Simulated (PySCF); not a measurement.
SMILES c1coc(-c2occc2)c1 at its GFN2-xTB optimised geometry (Å):

```
16

C     -0.8331    -2.9384     0.0000
C      0.5289    -2.9384     0.0000
O      1.0057    -1.6851     0.0000
C     -0.0575    -0.8520     0.0000
C      0.1491     0.5696     0.0000
C     -0.7597     1.6007     0.0000
C     -0.0004     2.7904     0.0000
C      1.3051     2.4027     0.0000
O      1.4055     1.0656     0.0000
C     -1.2222    -1.5817     0.0001
H     -1.4774    -3.7934     0.0000
H      1.2459    -3.7351     0.0000
H     -1.8259     1.5131     0.0001
H     -0.3749     3.7934     0.0001
H      2.2194     2.9623     0.0000
H     -2.2194    -1.1942     0.0001
```

Level of theory: B3LYP/def2-TZVP in PySCF. Cells within 0.4 Å of a nucleus heavier than hydrogen are left out (blank, or x).

Map of the log10 of the electron density (e/bohr³), floored at −4 on the plane z = 0.0 Å:

```
|0000000000000000000000000000000|
|0000000000000000000000000000000|
|0000000000001222100000000000000|
|0000000000012344321000000000000|
|0000000000024566532222100000000|
|0000000000135788654444320000000|
|0000000000236899766666531000000|
|0000000001246799887888642000000|
|00000000124568xx999998642000000|
|000000013456789x99xx87642000000|
|0000000245788998889986431000000|
|0000000246999xx8789986420000000|
|000000024688999989xx96420000000|
|000000013567789xx9xx96420000000|
|000000012345678xx88875420000000|
|0000000133445689976654210000000|
|0000001345666789976543100000000|
|00000024678888xx987653100000000|
|000000246999x99x999864200000000|
|00000024689xx9889xx974200000000|
|00000013567899879xx864200000000|
|0000000235689988998753100000000|
|000000012468xx99xx8653100000000|
|0000000024689x99xx9753100000000|
|0000000135799888899853100000000|
|0000000024688766678753100000000|
|0000000023566544566542000000000|
|0000000012344332344321000000000|
|0000000000122110112100000000000|
|0000000000000000000000000000000|
|0000000000000000000000000000000|
```
Scale: ten equal steps from -4.00 (start of '0') to -0.372 (end of '9'), in the order '0123456789'; x runs from -6.00 to 6.00, y from -6.00 (bottom) to 6.00 (top).
